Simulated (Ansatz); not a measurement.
Reaction (ligand exchange at the Si–O bond): `SCO[SiH2]S` + `C[SeH]` → `C[Se][SiH2]S` + `OCS`

Computed with Ansatz on PBE0-D4/def2-TZVP structures; ΔE is electronic, products minus reactants. CBS: MP2 limit from def2 TZ/QZ plus the TZ coupled-cluster correction, frozen cores. Functionals use def2-TZVPP. B3LYP here is the variant with VWN-RPA as its local correlation; programs differ in this. For Se outer-core shells are correlated without core-valence functions, which leaves a few kJ/mol of doubt a bond. Scalar relativity is left out up to krypton. Each species was taken in one conformer, which may not be the lowest.

| level | ΔE (kcal/mol) |
| --- | --- |
| B3LYP | 10.0 |
| HF/def2-TZVPP | 11.8 |
| HF/def2-QZVPP | 12.1 |
| MP2/def2-QZVPP | 8.5 |

Question: What does CCSD(T)/CBS give? (An estimate is asked.)

Answer: The calculation gave: +8.7 kcal/mol. The listed levels differ from it by 1.3, 3.1, 3.4, -0.2 kcal/mol.

Largest T1 diagnostic among the species: 0.012.

In def2-TZVPP, CCSD(T) changes the Hartree–Fock value by −1.9 kcal/mol (the triples alone add −0.3 kcal/mol) and MP2 by −2.6 kcal/mol.
